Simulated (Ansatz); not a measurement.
Geometry optimisation, UKS r2SCAN-D4/STO-3G in Ansatz.

Input file:

```yaml
crystal:
  periodic: [false, false, false]
  atoms:
    - { symbol: C, position_ang: [-1.7452, 0.0996, 0.8407] }
    - { symbol: O, position_ang: [-1.2799, -0.5267, -0.2981] }
    - { symbol: B, position_ang: [0.1379, -0.2563, -0.3954] }
    - { symbol: C, position_ang: [1.2804, -1.2253, 0.3184] }
    - { symbol: Al, position_ang: [0.8695, 1.3265, -1.5262] }
    - { symbol: H, position_ang: [-1.6743, 1.2652, 0.7409] }
    - { symbol: H, position_ang: [-1.3097, -0.2262, 1.7786] }
    - { symbol: H, position_ang: [-2.8434, -0.0452, 0.882] }
    - { symbol: H, position_ang: [1.813, -0.6507, 1.1021] }
    - { symbol: H, position_ang: [1.8807, -1.6765, -0.4187] }
    - { symbol: H, position_ang: [0.6511, -2.0491, 0.865] }
    - { symbol: H, position_ang: [2.4573, 1.6029, -1.6134] }
    - { symbol: H, position_ang: [-0.2169, 2.327, -2.2611] }
magnetization:
  spin_polarized: true
basis:
  gaussian: { orbitals: STO-3G }
hamiltonian:
  xc: r2scan
  dispersion: d4
relax:
  f_tol: 0.02
  max_steps: 40
output:
  orbitals: {}
```

Launched with:

```bash
$ ansatz run input.yaml --threads 1 --pin off --max-ram 2048MiB --backend cpu --events-out ev --progress --plain --runs-dir out
```

**Question.** Where does it end, and by what steps?

**Answer.** The run converged. The force dipped under the threshold on the way, but the program's further checks kept it going. Limits of this set-up: minimal basis. After 30 steps the energy has fallen by 2.186 eV; H13 moved furthest, 1.86 Å.

```csv
step,energy less start (eV),largest force component (eV/Å),accepted
0,0.0000,5.468,yes
2,-0.9728,0.640,yes
4,-1.1242,1.247,yes
6,-1.6393,0.954,yes
8,-1.9188,0.859,yes
10,-2.0151,1.057,no
12,-2.0732,0.175,yes
14,-2.0943,0.376,yes
16,-2.1320,0.116,yes
18,-2.1549,0.248,yes
20,-2.1639,0.520,no
22,-2.1811,0.136,yes
24,-2.1834,0.028,yes
26,-2.1851,0.140,yes
28,-2.1863,0.007,yes
30,-2.1865,0.019,yes
```

```xyz
13
Properties=species:S:1:pos:R:3
C -1.569 0.102 1.291
O -0.874 0.834 0.208
B 0.226 0.262 -0.372
C 0.749 -1.166 0.121
Al 1.131 1.324 -1.853
H -2.409 0.737 1.628
H -0.894 -0.090 2.147
H -1.969 -0.866 0.931
H 1.028 -1.142 1.187
H 1.627 -1.526 -0.432
H -0.032 -1.936 0.026
H 2.245 2.299 -1.564
H 0.762 1.135 -3.304
```

Whether the end is a true minimum wasn't checked by a vibrational analysis.

The run took 2.9 min on 1 thread of Arm Neoverse V2, with other jobs on the host, peak memory 0.23 GiB.
